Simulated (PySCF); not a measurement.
**How methods differ on the excitation energy of Sc²⁺**

Sc²⁺ [Ar] 3d1 (2D) → Sc²⁺ [Ar] 4s1 (2S), as a difference of total energies. Calculation: PySCF 2.14, in x2c-QZVPPall; scalar relativity by spin-free X2C-1e. Correlated levels: valence and next inner shell: [Ne] frozen. The calculations carry no spin-orbit coupling.

| method | excitation energy (eV) |
| --- | --- |
| UHF | 2.948 |
| MP2 (valence and next inner shell) | 2.826 |
| SCS-MP2 (valence and next inner shell) | 2.893 |
| CCSD (valence and next inner shell) | 2.859 |
| CCSD(T) (valence and next inner shell) | 2.837 |

Question: How much does correlation contribute at CCSD(T) (valence and next inner shell)?

Answer: 2.837 − (2.948) = -0.111 eV, measured against UHF.

The basis was made for the ground configuration and has no added diffuse functions, so the excitation energy can come out too high.
